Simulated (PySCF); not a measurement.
## Basis set benchmark on one molecule

Molecule: `FC(C(=O)F)(F)F`, C2F4O.

Molfile (atoms numbered from 1):
```
C2F4O
     RDKit          3D

  7  6  0  0  0  0  0  0  0  0999 V2000
    1.6173   -0.9122   -0.3414 O   0  0  0  0  0  0  0  0  0  0  0  0
    0.5062   -0.7564    0.0092 C   0  0  0  0  0  0  0  0  0  0  0  0
   -0.2533   -1.7133    0.5160 F   0  0  0  0  0  0  0  0  0  0  0  0
   -0.2875    0.5593   -0.0433 C   0  0  0  0  0  0  0  0  0  0  0  0
   -0.6644    0.9049    1.1814 F   0  0  0  0  0  0  0  0  0  0  0  0
   -1.3714    0.3985   -0.7922 F   0  0  0  0  0  0  0  0  0  0  0  0
    0.4582    1.5175   -0.5553 F   0  0  0  0  0  0  0  0  0  0  0  0
  1  2  2  0
  2  3  1  0
  2  4  1  0
  4  5  1  0
  4  6  1  0
  4  7  1  0
M  END
```

Geometry PBE0-D3(BJ)/def2-SVP throughout; GIAO in PySCF 2.14, gas phase, one conformer, non-relativistic; equivalent atoms averaged; functional PBE0.

Reference values (measured; Wikipedia, Fluorine-19 nuclear magnetic resonance spectroscopy): δ(F5/F6/F7) = -76.0 ppm vs CFCl3. Computed shifts are taken against CFCl3, calculated as an isolated molecule at each level.

Question: How do the basis sets STO-3G, 6-31G, 6-31G*, 6-311+G(2d,p) perform against the reference? Times are CPU seconds on 1 thread of an Arm Neoverse V1, shared host.

Answer: 
```tsv
basis set	functions	F5/F6/F7	abs. error F	core-s
STO-3G	35	-94.8	18.8	2.1
6-31G	63	-95.7	19.7	4.2
6-31G*	98	-87.4	11.4	6.1
6-311+G(2d,p)	189	-86.6	10.6	14
```

For $^{19}$F the closest is 6-311+G(2d,p) (10.6 ppm) and the furthest 6-31G (19.7 ppm). Where a smaller basis beats a larger one, errors probably cancel. One molecule is a small sample, and vibrational and solvent effects are absent from the calculation.

A small basis that lands close on one nucleus may do so by chance; judge by the trend and by all nuclei.
